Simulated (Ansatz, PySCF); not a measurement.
Breaking a bond: PH, triplet.

UKS-B3LYP/6-31G* = unrestricted B3LYP/6-31G*, spherical d (PySCF); UHF/cc-pVDZ (Ansatz, an electronic-structure program); ROCCSDT(Q) = CCSDT(Q)/B on ROHF/cc-pVDZ, frozen core run with Ansatz.

Total energies in hartree (comparable only within one method and basis):

```json
[
 {"R / Å": "1.08", "UKS-B3LYP/6-31G*": "-341.78600", "UHF": "-341.19875", "ROCCSDT(Q)": "-341.30282"},
 {"R / Å": "1.14", "UKS-B3LYP/6-31G*": "-341.82010", "UHF": "-341.23263", "ROCCSDT(Q)": "-341.33697"},
 {"R / Å": "1.21", "UKS-B3LYP/6-31G*": "-341.84673", "UHF": "-341.25919", "ROCCSDT(Q)": "-341.36401"},
 {"R / Å": "1.27", "UKS-B3LYP/6-31G*": "-341.86109", "UHF": "-341.27348", "ROCCSDT(Q)": "-341.37885"},
 {"R / Å": "1.34", "UKS-B3LYP/6-31G*": "-341.87056", "UHF": "-341.28274", "ROCCSDT(Q)": "-341.38888"},
 {"R / Å": "1.37", "UKS-B3LYP/6-31G*": "-341.87276", "UHF": "-341.28478", "ROCCSDT(Q)": "-341.39130"},
 {"R / Å": "1.43", "UKS-B3LYP/6-31G*": "-341.87455", "UHF": "-341.28614", "ROCCSDT(Q)": "-341.39348"},
 {"R / Å": "1.48", "UKS-B3LYP/6-31G*": "-341.87392", "UHF": "-341.28503", "ROCCSDT(Q)": "-341.39313"},
 {"R / Å": "1.52", "UKS-B3LYP/6-31G*": "-341.87235", "UHF": "-341.28299", "ROCCSDT(Q)": "-341.39175"},
 {"R / Å": "1.54", "UKS-B3LYP/6-31G*": "-341.87126", "UHF": "-341.28166", "ROCCSDT(Q)": "-341.39076"},
 {"R / Å": "1.63", "UKS-B3LYP/6-31G*": "-341.86453", "UHF": "-341.27360", "ROCCSDT(Q)": "-341.38441"},
 {"R / Å": "1.75", "UKS-B3LYP/6-31G*": "-341.85246", "UHF": "-341.25955", "ROCCSDT(Q)": "-341.37293"},
 {"R / Å": "1.91", "UKS-B3LYP/6-31G*": "-341.83408", "UHF": "-341.24010", "ROCCSDT(Q)": "-341.35576"},
 {"R / Å": "2.11", "UKS-B3LYP/6-31G*": "-341.81115", "UHF": "-341.22417", "ROCCSDT(Q)": "-341.33550"},
 {"R / Å": "2.37", "UKS-B3LYP/6-31G*": "-341.78711", "UHF": "-341.21477", "ROCCSDT(Q)": "-341.31528"},
 {"R / Å": "2.58", "UKS-B3LYP/6-31G*": "-341.77472", "UHF": "-341.21156", "ROCCSDT(Q)": "—"},
 {"R / Å": "2.86", "UKS-B3LYP/6-31G*": "-341.76532", "UHF": "-341.20971", "ROCCSDT(Q)": "—"},
 {"R / Å": "3.10", "UKS-B3LYP/6-31G*": "-341.76110", "UHF": "-341.20904", "ROCCSDT(Q)": "—"},
 {"R / Å": "3.50", "UKS-B3LYP/6-31G*": "-341.75780", "UHF": "-341.20859", "ROCCSDT(Q)": "—"},
 {"R / Å": "3.85", "UKS-B3LYP/6-31G*": "-341.75662", "UHF": "-341.20846", "ROCCSDT(Q)": "—"},
 {"R / Å": "4.30", "UKS-B3LYP/6-31G*": "-341.75597", "UHF": "-341.20839", "ROCCSDT(Q)": "—"},
 {"R / Å": "4.96", "UKS-B3LYP/6-31G*": "-341.75568", "UHF": "-341.20834", "ROCCSDT(Q)": "—"},
 {"R / Å": "5.60", "UKS-B3LYP/6-31G*": "-341.75562", "UHF": "-341.20833", "ROCCSDT(Q)": "—"}
]
```

A dash means that the run gave no value there, or that the column was ended at a point which the program doubted or which failed a test of continuity chosen for this set; such a test can also cut sound points.

The unrestricted determinant behind UKS-B3LYP/6-31G* is spin-contaminated at 2.37 to 5.60 Å (<S²> up to 3.0, against 2.00 for a pure triplet). The unrestricted determinant behind UHF is spin-contaminated at 1.91 to 5.60 Å (<S²> up to 3.0, against 2.00 for a pure triplet). The T1 diagnostic of CCSD on the restricted reference of ROCCSDT(Q) exceeds 0.045 at 2.11 to 2.58 Å.
